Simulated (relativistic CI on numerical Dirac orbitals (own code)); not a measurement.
**Rh⁵⁺ (4d4) in a crystal field**

Calculated by Dirac-Coulomb-Breit CI, separate exchange-only KLI orbitals for each configuration, a model potential for QED, valence Slater integrals scaled by 0.75, one configuration in a parametric crystal field (own radial code).

Field parameters in Wybourne normalisation: Oh B⁴₀ = 21Dq, B⁴₄ = √(5/14) B⁴₀. The field is a parameter set, without covalency.

S and J are read from ⟨S²⟩ = S(S + 1) and ⟨J²⟩ = J(J + 1) of each level; they are not fictitious spins.

Oh, 10Dq = 8500 cm⁻¹, the lowest 10 levels:

```
E (cm⁻¹)  Degeneracy  Irrep     S     J
     0.0           1     A1  1.93  2.19
     490           3     T1  1.96  2.46
     892           2      E  1.98  2.71
    1095           3     T2  1.99  2.85
    1314           1     A2  1.99  3.00
    8836           3     T2  1.96  2.51
    8899           3     T1  1.96  2.82
    8957           1     A1  1.95  3.21
    9751           1     A1  1.07  3.84
    9959           3     T1  1.95  3.44
```

Oh, 10Dq = 15350 cm⁻¹, the lowest 16 levels:

| E (cm⁻¹) | Degeneracy | Irrep | S | J |
| --- | --- | --- | --- | --- |
| 0.0 | 1 | A1 | 1.72 | 2.95 |
| 812 | 3 | T1 | 1.84 | 2.92 |
| 1439 | 2 | E | 1.93 | 2.89 |
| 1713 | 3 | T2 | 1.95 | 2.96 |
| 2030 | 1 | A2 | 1.99 | 3.00 |
| 5315 | 1 | A1 | 1.36 | 3.84 |
| 5919 | 3 | T1 | 1.23 | 4.01 |
| 6301 | 3 | T2 | 1.04 | 3.93 |
| 6650 | 2 | E | 1.09 | 3.77 |
| 13723 | 3 | T2 | 0.45 | 4.54 |
| 14624 | 2 | E | 0.66 | 4.68 |
| 15294 | 1 | A1 | 1.69 | 3.41 |
| 15734 | 3 | T1 | 1.79 | 3.05 |
| 16202 | 3 | T2 | 1.92 | 2.56 |
| 16576 | 3 | T1 | 1.74 | 3.57 |
| 17224 | 2 | E | 1.61 | 3.92 |

Oh, 10Dq = 22150 cm⁻¹, the lowest 10 levels:

```tsv
E (cm⁻¹)	Degeneracy	Irrep	S	J
0.0	1	A1	1.18	3.92
1373	3	T1	1.22	3.90
2902	2	E	1.26	3.60
3153	3	T2	1.16	3.79
5868	1	A2	1.99	3.00
6232	3	T2	1.88	3.10
6546	2	E	1.81	3.14
6635	3	T1	1.85	3.16
6694	1	A1	1.86	3.12
12019	3	T2	0.16	4.57
```

Oh, 10Dq = 28950 cm⁻¹, the lowest 16 levels:

```csv
E (cm⁻¹),Degeneracy,Irrep,S,J
0.0,1,A1,1.04,4.18
1319,3,T1,1.05,4.12
2880,2,E,1.03,3.77
2913,3,T2,1.00,3.88
11741,3,T2,0.96,4.11
11850,1,A2,2.00,3.00
12003,2,E,1.93,3.02
12029,3,T2,1.60,3.52
12111,3,T1,1.96,2.94
12175,1,A1,1.96,2.92
12925,2,E,0.22,4.61
22935,1,A1,0.17,3.84
28071,3,T1,1.00,4.87
28158,1,A1,0.99,4.29
28510,3,T1,1.02,4.30
28566,3,T2,1.00,4.97
```

Oh, 10Dq = 35800 cm⁻¹, the lowest 10 levels:

```tsv
E (cm⁻¹)	Degeneracy	Irrep	S	J
0.0	1	A1	1.01	4.26
1257	3	T1	1.02	4.16
2795	3	T2	0.99	3.87
2803	2	E	1.00	3.79
11883	3	T2	0.07	4.50
12881	2	E	0.05	4.58
18331	1	A2	2.00	3.00
18377	3	T2	1.99	2.97
18423	2	E	1.99	2.94
18465	3	T1	1.98	2.92
```

The free-ion ground term has S = 2. The field overcomes the spin-pairing energy for Oh, 10Dq = 22150 cm⁻¹; Oh, 10Dq = 28950 cm⁻¹; Oh, 10Dq = 35800 cm⁻¹, where the ground state has lower spin; these fields are assumed values.

Levels of this model without a field, named by their leading LS term (the scale mimics covalency, so terms lie below those of the real free ion): 5D_0 0, 5D_1 731, 5D_2 1849, 5D_3 3153, 5D_4 4554, 3P_0 16113, 3H_4 16830, 3H_5 18469 cm⁻¹.
